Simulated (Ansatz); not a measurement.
The same path of CH7AlFNSi (12 atoms, charge 0, multiplicity 1) was run twice with different band settings.

Level of theory: Ansatz, RKS PBE0-D4/def2-SVP.

Relaxed end points:

```xyz
12
Properties=species:S:1:pos:R:3
C -0.861 -1.888 0.392
Al -0.002 -0.384 1.253
F 0.251 -0.387 2.904
N 0.591 1.078 0.419
Si 0.557 1.509 -1.265
H -0.193 -2.765 0.393
H -1.774 -2.184 0.932
H -1.132 -1.676 -0.654
H 1.030 1.775 1.020
H 1.928 1.689 -1.841
H -0.195 2.779 -1.517
H -0.123 0.400 -2.001
```

```xyz
12
Properties=species:S:1:pos:R:3
C -1.089 -2.186 0.707
Al -0.011 -0.575 0.718
F 0.907 -0.200 2.059
N 0.072 0.566 -0.650
Si 0.952 2.060 -0.837
H -0.459 -3.080 0.847
H -1.812 -2.175 1.539
H -1.653 -2.314 -0.230
H -0.494 0.321 -1.460
H 0.038 3.233 -1.021
H 1.858 2.027 -2.030
H 1.768 2.268 0.393
```

Common settings: movable images 5; climbing image yes; spring 5.0 eV/Å²; optimiser quadratic models (default); start path through a guess of the saddle point; iteration limit 60; end points relaxed.

| run | force threshold |
| --- | --- |
| 1 | 0.03 eV/Å |
| 2 | 0.2 eV/Å |

**Question.** What does each run give, and how far can it be trusted?

**Answer.** Run 1: converged after 23 iterations, highest image 0.272 eV above the first end. A vibrational analysis at the climbing image gives one clearly imaginary mode, 120i cm⁻¹: a first-order saddle point.
Run 2: converged after 14 iterations, highest image 0.279 eV above the first end. The threshold of 0.2 eV/Å is loose, so the images may lie well off the minimum-energy path. The order of the stationary point at the top wasn't checked.
